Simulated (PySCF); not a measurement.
H9NO5Si3, SMILES N[SiH2]O[SiH2]O[Si](O)(O)O, GFN2-xTB optimised geometry.

```
18

Si     0.03    -4.15     2.27
O      1.42    -4.95     2.05
O     -1.18    -5.14     1.83
O     -0.25    -3.70     3.80
O      0.10    -2.80     1.38
Si     0.65    -2.15     0.00
O      0.19    -0.61     0.00
Si    -0.67     0.66     0.53
N     -0.32     1.89    -0.62
H      1.40    -5.90     2.09
H     -2.07    -4.84     1.96
H      0.30    -3.02     4.19
H      0.01    -2.81    -1.13
H      2.10    -2.15     0.00
H     -0.23     0.93     1.91
H     -2.10     0.39     0.45
H      0.61     1.94    -1.00
H     -0.70     2.81    -0.49
```

Density from PySCF with CAM-B3LYP/def2-SVP at that geometry.

Minimum of the electron density along straight lines between bonded atoms, close to the bond critical point (lines longer than 1.1 times the sum of covalent radii, or with two minima, are not listed):

```csv
bond,length / Å,ρ at the minimum / e bohr⁻³,∇²ρ there / e bohr⁻⁵,position (fraction from the first atom)
Si1–O2,1.620,0.134,1.12,0.41
Si1–O3,1.620,0.134,1.12,0.41
Si1–O4,1.625,0.132,1.09,0.41
Si1–O5,1.617,0.130,1.11,0.41
O5–Si6,1.616,0.129,1.13,0.59
Si6–O7,1.609,0.131,1.14,0.42
O7–Si8,1.621,0.126,1.08,0.59
Si8–N9,1.720,0.125,___,0.40
O2–H10,0.953,0.353,-2.51,0.82
O3–H11,0.953,0.354,-2.48,0.82
O4–H12,0.953,0.354,-2.49,0.82
Si6–H13,1.458,0.122,0.33,0.49
Si6–H14,1.457,0.122,0.33,0.49
Si8–H15,1.469,0.118,0.32,0.49
Si8–H16,1.461,0.120,0.33,0.49
N9–H17,1.007,0.329,-1.52,0.77
N9–H18,1.005,0.331,-1.52,0.76
```

What belongs in the gaps?


- Si8–N9, ∇²ρ there / e bohr⁻⁵: 0.74
